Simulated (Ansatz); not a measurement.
Consider the formal exchange of groups at a Ga–N bond: `C[NH][GaH][SH]` + `C#CC#CC` → `C#[C][GaH][SH]` + `CC#CNC`.

Computed with Ansatz on PBE0-D4/def2-TZVP structures; ΔE is electronic, products minus reactants. CBS: MP2 limit from def2 TZ/QZ plus the TZ coupled-cluster correction, frozen cores. DFT in def2-TZVPP. B3LYP here is the variant with VWN-RPA as its local correlation; programs differ in this. For Ga outer-core shells are correlated without core-valence functions, which leaves a few kJ/mol of doubt a bond. Scalar relativity is left out up to krypton. Each species was taken in one conformer, which may not be the lowest.

```json
{"level": "PBE0-D4", "ΔE (kJ/mol)": "64.9", "difference from CCSD(T)/CBS": "-1.0"}
{"level": "B3LYP-D4", "ΔE (kJ/mol)": "70.5", "difference from CCSD(T)/CBS": "4.6"}
{"level": "ωB97X-V", "ΔE (kJ/mol)": "54.2", "difference from CCSD(T)/CBS": "-11.7"}
{"level": "ωB97M-V", "ΔE (kJ/mol)": "55.0", "difference from CCSD(T)/CBS": "-10.9"}
{"level": "r2SCAN", "ΔE (kJ/mol)": "75.3", "difference from CCSD(T)/CBS": "9.4"}
{"level": "PBE0", "ΔE (kJ/mol)": "64.5", "difference from CCSD(T)/CBS": "-1.4"}
{"level": "B3LYP", "ΔE (kJ/mol)": "69.7", "difference from CCSD(T)/CBS": "3.8"}
{"level": "HF/def2-TZVPP", "ΔE (kJ/mol)": "43.3", "difference from CCSD(T)/CBS": "-22.6"}
{"level": "MP2/def2-TZVPP", "ΔE (kJ/mol)": "70.1", "difference from CCSD(T)/CBS": "4.2"}
{"level": "SCS-MP2/def2-TZVPP", "ΔE (kJ/mol)": "64.8", "difference from CCSD(T)/CBS": "-1.1"}
{"level": "CCSD/def2-TZVPP", "ΔE (kJ/mol)": "57.5", "difference from CCSD(T)/CBS": "-8.4"}
{"level": "HF/def2-QZVPP", "ΔE (kJ/mol)": "44.2", "difference from CCSD(T)/CBS": "-21.7"}
{"level": "MP2/def2-QZVPP", "ΔE (kJ/mol)": "72.8", "difference from CCSD(T)/CBS": "6.9"}
{"level": "SCS-MP2/def2-QZVPP", "ΔE (kJ/mol)": "67.4", "difference from CCSD(T)/CBS": "1.5"}
{"level": "MP2/CBS(def2)", "ΔE (kJ/mol)": "74.3", "difference from CCSD(T)/CBS": "8.4"}
{"level": "CCSD/CBS(def2)", "ΔE (kJ/mol)": "61.8", "difference from CCSD(T)/CBS": "-4.1"}
{"level": "CCSD(T)/CBS", "ΔE (kJ/mol)": "65.9", "difference from CCSD(T)/CBS": "0"}
```

Largest T1 diagnostic among the species: 0.014.

In def2-TZVPP, CCSD(T) changes the Hartree–Fock value by +18.3 kJ/mol (the triples alone add +4.1 kJ/mol) and MP2 by +26.8 kJ/mol. From PBE to PBE0 (25 % exact exchange), in def2-TZVPP and without D4, ΔE moves by −9.1 kJ/mol.
